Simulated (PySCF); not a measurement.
# J couplings in C₆H₈FN

Geometry:
| atom | x (Å) | y (Å) | z (Å) |
| --- | --- | --- | --- |
| N1 | 2.707 | -0.459 | -2.087 |
| C2 | 1.908 | -0.472 | -1.271 |
| C3 | 0.891 | -0.508 | -0.251 |
| C4 | -0.519 | -0.763 | -0.804 |
| C5 | -1.407 | -0.378 | 0.377 |
| C6 | -0.724 | 0.854 | 0.989 |
| C7 | 0.735 | 0.826 | 0.507 |
| F8 | 0.956 | 1.885 | -0.348 |
| H9 | 1.155 | -1.289 | 0.472 |
| H10 | -0.659 | -1.794 | -1.126 |
| H11 | -0.699 | -0.101 | -1.652 |
| H12 | -1.430 | -1.194 | 1.102 |
| H13 | -2.430 | -0.167 | 0.070 |
| H14 | -0.782 | 0.853 | 2.075 |
| H15 | -1.179 | 1.774 | 0.624 |
| H16 | 1.470 | 0.942 | 1.311 |

Indirect spin–spin couplings were computed at B3LYP/pcJ-1 (spin–dipole term only in couplings to heteroatoms) (PySCF 2.14.0 with density-fitted response routines) on a GFN2-xTB structure, for the isolated molecule, without vibrational or relativistic corrections. Couplings are averaged over pairs made equivalent by symmetry, fast rotation or ring inversion, so a value needn't be that of the named pair in this geometry, while other rotamers aren't included; one pair stands for each set, and the list holds a selection of those of at least 1.5 Hz over up to four bonds. One-bond C–F couplings come out tens of Hz too large with common functionals.

Isotopes: $^{13}$C, $^{19}$F, $^{1}$H.

```tsv
pair	bonds	J (Hz)
C2, C3	1	73.2
C3, C4	1	?
C3, C7	1	37.0
C3, H9	1	139.3
C4, C5	1	32.3
C4, H10	1	143.0
C4, H11	1	140.1
C5, H12	1	134.2
C5, H13	1	140.4
C6, C7	1	?
C6, H14	1	136.4
C6, H15	1	?
C7, F8	1	-239.5
C7, H16	1	164.0
C3, H11	2	?
C4, H12	2	-3.6
C5, H11	2	?
F8, H16	2	60.0
H14, H15	2	-15.9
C3, H14	3	2.9
C7, H10	3	?
F8, H9	3	?
H9, H10	3	6.9
H11, H12	3	14.3
H12, H14	3	?
H13, H15	3	10.6
```

Question: Estimate the withheld couplings, with signs.

Answer: 
- $^{1}J$(C3,C4) = 33.0 Hz (bond length 1.535 Å)
- $^{1}J$(C6,C7) = 38.3 Hz (bond length 1.536 Å)
- $^{1}J$(C6,H15) = 139.6 Hz (bond length 1.090 Å, sp3 carbon)
- $^{2}J$(C3,H11) = -3.8 Hz (angle at C4 109°)
- $^{2}J$(C5,H11) = -3.6 Hz (angle at C4 111°)
- $^{3}J$(C7,H10) = 8.6 Hz (dihedral angle 164°)
- $^{3}J$(F8,H9) = 24.5 Hz (dihedral angle 155°)
- $^{3}J$(H12,H14) = 11.6 Hz (dihedral angle 24°)
